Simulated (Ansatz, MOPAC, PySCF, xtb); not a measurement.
Spectroscopic constants of NO+, closed-shell singlet (the spin of the measured ground state).

The constants come from a fifth-degree fit in 1/R (seven points, main isotopes). In def2 and cc sets the state is the lowest found near the PBE0 minimum, followed along R. The singlet is held restricted. HF and MP2 rows in def2 and cc sets belong to the determinant that coupled cluster picked by its CCSD energy.

Codes used: Ansatz (Gaussian orbitals); MOPAC for AM1 (differences of heats of formation); PySCF for 3-21G rows, 6-31G* rows; xtb for the GFN methods. Each number belongs to the level named beside it.

| level | r_e (Å) | ω_e (cm⁻¹) | α_e (cm⁻¹) | ω_e x_e (cm⁻¹) |
|---|---|---|---|---|
| AM1 | 1.066 | 2584 | 0.0069 | 6.9 |
| GFN2-xTB | 1.052 | 2421 | 0.019 | 14 |
| HF/3-21G | 1.047 | 2617 | 0.019 | 18 |
| HF/aug-cc-pVQZ | 1.025 | 2841 | 0.014 | 12 |
| HF/aug-cc-pV5Z | 1.025 | 2842 | 0.014 | 12 |
| PBE/def2-TZVPP | 1.070 | 2364 | 0.018 | 15 |
| BP86/6-31G* | 1.086 | 2350 | 0.017 | 15 |
| B97M-V/def2-TZVPP | 1.054 | 2503 | 0.017 | 14 |
| B3LYP/def2-TZVPP | 1.056 | 2485 | 0.017 | 14 |
| PBE0/def2-TZVPP | 1.054 | 2530 | 0.016 | 14 |
| BHLYP/def2-TZVPP | 1.041 | 2658 | 0.016 | 13 |
| CAM-B3LYP/def2-TZVPP | 1.052 | 2538 | 0.016 | 14 |
| wB97X-V/def2-TZVPP | 1.056 | 2528 | 0.016 | 13 |
| wB97M-V/def2-TZVPP | 1.055 | 2526 | 0.016 | 13 |
| B2PLYP/def2-TZVPP | 1.066 | 2345 | 0.020 | 18 |
| MP2/def2-TZVPP | 1.081 | 2168 | 0.023 | 22 |
| MP2/aug-cc-pVQZ | 1.079 | 2175 | 0.023 | 21 |
| MP2/aug-cc-pV5Z | 1.078 | 2179 | 0.023 | 21 |
| MP2/CBS(aug-cc-pVQZ, aug-cc-pV5Z) | 1.077 | 2183 | 0.023 | 21 |
| SCS-MP2/aug-cc-pVTZ | 1.077 | 2226 | 0.022 | 20 |
| SCS-MP2/def2-TZVPP | 1.076 | 2236 | 0.022 | 20 |
| SCS-MP2/aug-cc-pV5Z | 1.073 | 2247 | 0.022 | 20 |
| CCSD/def2-QZVPP | 1.057 | 2486 | 0.017 | 14 |
| CCSD/aug-cc-pV5Z | 1.056 | 2489 | 0.017 | 14 |
| CCSD(T)/aug-cc-pVTZ | 1.069 | 2356 | 0.019 | 16 |
| CCSD(T)/def2-TZVPP | 1.068 | 2365 | 0.019 | 16 |
| CCSD(T)/aug-cc-pVQZ | 1.066 | 2375 | 0.018 | 16 |
| CCSD(T)/def2-QZVPP | 1.066 | 2377 | 0.018 | 16 |
| CCSD(T)/aug-cc-pV5Z | 1.065 | 2379 | 0.018 | 16 |
| CCSD(T)/CBS(aug-cc-pVQZ, aug-cc-pV5Z) | 1.064 | 2383 | 0.018 | 16 |

Cores are frozen in the correlated methods. CBS(a, b) extrapolates the correlation energy as X⁻³ and adds the Hartree–Fock energy of set b. Rows in 3-21G, 6-31G* carry no dispersion term and start afresh at each structure (6-31G* with six Cartesian d functions). The state that AM1 reach isn't checked.

Measured for the ground state: r_e 1.0632 Å [Huber and Herzberg (1979), NIST Chemistry WebBook]. ω_e 2376.7 cm-1, ω_e x_e 16.255 cm-1, B_e 1.9972 cm-1, α_e 0.01879 cm-1 [Irikura, J. Phys. Chem. Ref. Data 36, 389 (2007)].

Ansatz is a quantum-chemistry and plane-wave program.
